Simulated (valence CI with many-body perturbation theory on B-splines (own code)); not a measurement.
# E1 transitions of Ba⁶⁺

Method: configuration interaction combined with many-body perturbation theory (CI+MBPT): four valence electrons over a frozen Dirac-Fock core [Kr] 4d10, a basis of 7 s, 7 p, 7 d, 7 f, 4 g, 2 h functions for each j, with the one-electron correlation potential Σ1, the two-electron term Σ2, the three-electron term Σ3, Breit, model QED; selected CI, second order for the rest, scaled by the run's own slope (own B-spline code, finite nucleus).

Against 27 measured levels this calculation errs by 364 cm⁻¹ on average and by 790 at most. These come from a selection out of Sansonetti and Curry, J. Phys. Chem. Ref. Data 39, 043103 (2010). Levels without a partner in it may be off by more, other configurations by several thousand cm⁻¹. Among the levels kept, up to 400 cm⁻¹ of a level comes from second order outside the variational space, and about a tenth of that is noise between levels of different J, which matters for small intervals. 1 measured level below the end of the list, from 223820 cm⁻¹ on, found no clear computed partner.

Lines 1 to 50 of 570 in falling wavelength, among levels below 50.320 eV, chosen from the strongest by gf and those to the six lowest levels. Wavelengths and rates use the calculated energies, so an error of 400 cm⁻¹ moves a line at 222.4 nm by 0.89 % and its rate by three times that or more. Electric multipoles are in the length gauge, E1 and E2 with the static RPA response of the core. Weak lines are less certain than strong ones. Lines between different terms over intervals too small for the method are left out, as are lines whose strength nearly cancels. Where a level lies close to another of its J and parity, the split of strength between their lines is uncertain. The highest levels of a list are the least certain.

Names give the largest LS component (configuration and term), which can be under half, so a name can repeat, a term be missing and a line seem to break the LS rules; names also repeat where a configuration has a term twice. Letters in brackets count levels of one name in rising energy.

```csv
λ vac (nm),Upper,Lower,A (s⁻¹),S (a.u.) with core polarisation,S without
222.4,5s2.5p.6p 3D_1,5s2.5p.6s 3P°_1,2.56e+08,4.17e+00,4.31e+00
221.0,5s2.5p.6p 3P_1 [b],5s2.5p.6s 1P°_1,1.97e+08,3.15e+00,3.23e+00
215.9,5s2.5p.6p 3D_1,5s2.5p.6s 3P°_0,1.30e+08,1.94e+00,2.01e+00
210.5,5s2.5p.6p 3P_2,5s2.5p.6s 1P°_1,1.04e+08,2.39e+00,2.49e+00
210.3,4f.5s2.5d 1H°_5,4f2.5s2 1I_6,1.02e+08,5.17e+00,5.54e+00
205.0,5s2.5p.6p 3P_1 [b],5s2.5p.6s 3P°_2,1.65e+08,2.11e+00,2.19e+00
201.4,5s.5p2.5d 3D_3 [a],5s2.5p.6s 3P°_2,5.55e+07,1.57e+00,1.62e+00
195.9,5s2.5p.6p 3P_2,5s2.5p.6s 3P°_2,3.67e+08,6.81e+00,7.03e+00
195.8,5s2.5p.6p 3P_0,5s2.5p.6s 3P°_1,4.38e+08,1.62e+00,1.68e+00
195.5,4f.5s2.5d 3G°_3,4f2.5s2 3H_4,7.35e+07,1.90e+00,2.04e+00
191.1,4f.5s2.5d 3G°_4,4f2.5s2 3H_5,4.86e+07,1.51e+00,1.62e+00
188.3,4f.5s2.5d 3G°_5,4f2.5s2 3H_6,8.84e+07,3.20e+00,3.44e+00
187.2,5s2.5p.6p 3D_3,4f.5s.5p2 3P°_2,8.16e+07,1.85e+00,1.93e+00
187.0,4f.5s2.5d 3D°_3,4f2.5s2 3F_4,6.74e+07,1.52e+00,1.63e+00
186.5,4f.5s2.5d 3D°_2,4f2.5s2 3F_3,5.63e+07,9.02e-01,9.62e-01
185.1,5s2.5p.6p 3S_1,5s2.5p.6s 1P°_1,2.19e+08,2.06e+00,2.13e+00
182.1,5s2.5p.5d 3F°_4,4f.5s2.5p 3G_5,8.47e+07,2.27e+00,2.48e+00
182.1,4f.5s2.5d 1F°_3,4f2.5s2 1G_4,8.49e+07,1.77e+00,1.89e+00
181.8,5s.5p2.5d 1G_4,4f.5s.5p2 1H°_5,4.22e+07,1.13e+00,1.24e+00
180.2,5s2.5p.6p 3P_1 [a],5s2.5p.6s 3P°_1,1.78e+08,1.54e+00,1.58e+00
178.8,5s2.5p.6p 3D_3,5s2.5p.6s 3P°_2,4.80e+08,9.48e+00,9.78e+00
177.2,5s2.5p.6p 3D_2,5s2.5p.6s 3P°_1,6.73e+08,9.24e+00,9.57e+00
176.7,5s.5p2.5d 5F_1,4f.5s.5p2 5G°_2,1.14e+08,9.33e-01,1.06e+00
175.9,5s2.5p.6p 3P_1 [a],5s2.5p.6s 3P°_0,5.27e+08,4.25e+00,4.39e+00
175.8,5s2.5p.6p 1D_2,5s2.5p.6s 1P°_1,5.25e+08,7.03e+00,7.28e+00
174.7,5s.5p2.5d 5D_4,4f.5s.5p2 5F°_5,9.81e+07,2.32e+00,2.61e+00
173.7,5s2.5p.6p 3S_1,5s2.5p.6s 3P°_2,3.98e+08,3.09e+00,3.23e+00
173.0,5s.5p2.5d 5F_2,4f.5s.5p2 5G°_3,1.08e+08,1.38e+00,1.56e+00
172.1,5s.5p2.5d 3F_4 [c],4f.5s.5p2 3G°_5 [c],7.21e+07,1.63e+00,1.77e+00
170.8,5s.5p2.5d 3D_3 [e],4f.5s.5p2 3F°_4 [d],6.25e+07,1.08e+00,1.19e+00
170.6,5s.5p2.5d 5F_4,4f.5s.5p2 5G°_5,1.24e+08,2.74e+00,3.08e+00
167.8,5s2.5p.5d 3F°_3,4f.5s2.5p 3G_4,8.06e+07,1.32e+00,1.43e+00
166.8,5s.5p2.5d 3G_4,4f.5s.5p2 3H°_5,4.75e+07,9.79e-01,1.09e+00
166.6,5s.5p2.5d 5F_5,4f.5s.5p2 5G°_6,1.28e+08,3.21e+00,3.58e+00
165.8,5s.5p2.5d 5F_3,4f.5s.5p2 5D°_4,1.12e+08,1.76e+00,1.98e+00
165.5,5s2.5p.6p 1D_2,5s2.5p.6s 3P°_2,2.03e+08,2.27e+00,2.34e+00
157.8,5s.5p2.5d 3G_5,4f.5s.5p2 3H°_6,1.27e+08,2.70e+00,3.01e+00
157.8,5s.5p2.5d 3F_2 [c],4f.5s.5p2 3G°_3 [d],7.81e+07,7.57e-01,8.35e-01
157.3,5s.5p2.5d 3D_3 [d],4f.5s.5p2 3G°_4 [c],6.22e+07,8.36e-01,9.16e-01
156.8,5s.5p2.5d 3F_3 [c],4f.5s.5p2 3G°_4 [b],7.07e+07,9.42e-01,1.03e+00
156.2,5s.5p2.5d 5D_3,4f.5s.5p2 5G°_4,7.04e+07,9.27e-01,1.04e+00
154.1,5s.5p2.5d 3F_4 [a],4f.5s.5p2 3G°_5 [a],7.92e+07,1.29e+00,1.41e+00
153.5,5s.5p2.5d 5P_3,4f.5s.5p2 5F°_4,7.04e+07,8.79e-01,9.79e-01
152.8,5s.5p2.5d 3G_4,4f.5s.5p2 3G°_5 [b],7.66e+07,1.21e+00,1.34e+00
150.9,5s.5p2.5d 3F_3 [a],4f.5s.5p2 3G°_4 [a],7.34e+07,8.72e-01,9.59e-01
145.8,5s2.5p.6p 1S_0,5s2.5p.6s 1P°_1,1.27e+09,1.94e+00,2.03e+00
143.7,5s.5p2.5d 3F_2 [b],4f.5s.5p2 3G°_3 [c],1.07e+08,7.80e-01,8.63e-01
142.5,5s.5p2.5d 3F_4 [b],4f.5s.5p2 1H°_5,5.63e+07,7.24e-01,7.81e-01
141.3,5s2.5p.5d 3D°_3,4f.5s2.5p 3F_4,7.39e+07,7.21e-01,7.64e-01
139.5,5s2.5p.5d 3P°_2 [a],4f.5s2.5p 3F_3,9.95e+07,6.67e-01,7.05e-01
```
